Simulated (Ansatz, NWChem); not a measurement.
**How basis sets differ on BHOF2 (difluorohydroxyborane)**

BHOF2 has 5 atoms, charge 0, and is taken as a singlet. As SMILES, `OB(F)F`. Geometry: relaxed at PBE0-D4/def2-TZVP.

```xyz
5

O     0.0386    1.0008    0.1743
B     0.1058   -0.3425    0.1372
F     0.7310   -0.9869    1.1007
F    -0.4395   -1.0519   -0.8433
H    -0.4359    1.3805   -0.5689
```

Quantity: the atomisation enthalpy at 298 K, in kJ/mol. The values are calculated. The thermal term (zero-point and 298 K enthalpy, harmonic and unscaled) is that of PBE0-D4/def2-TZVP; the spin-orbit lowering of the free atoms at 298 K, 3.0 kJ/mol by their spectra, is taken off.

**The experiment to reproduce.** NIST-JANAF tables; in doubt, as an older value, an estimate or one at odds with other calculations gives the atomisation enthalpy at 298 K of the gas as 2280 kJ/mol.

```
           level                    kind  program  value (kJ/mol)  computed − measured  CPU time (all runs)
  wB97X/def2-SVP  range-separated hybrid   NWChem            2304                  +24                 12 s
 wB97X/def2-TZVP  range-separated hybrid   NWChem            2265                  -15              1.8 min
wB97X/def2-TZVPP  range-separated hybrid   NWChem            2270                  -10              2.2 min
 wB97X/def2-SVPD  range-separated hybrid   Ansatz            2288                   +8                 20 s
```

Nearest: wB97X/def2-SVPD (+8 kJ/mol); farthest: wB97X/def2-SVP (+24 kJ/mol). The measured heats of formation of B, Si, Al and metal atoms are uncertain by some kJ/mol each. Times are those of the runs behind each value, whatever else they computed, on shared processors of several kinds: orders of magnitude only.
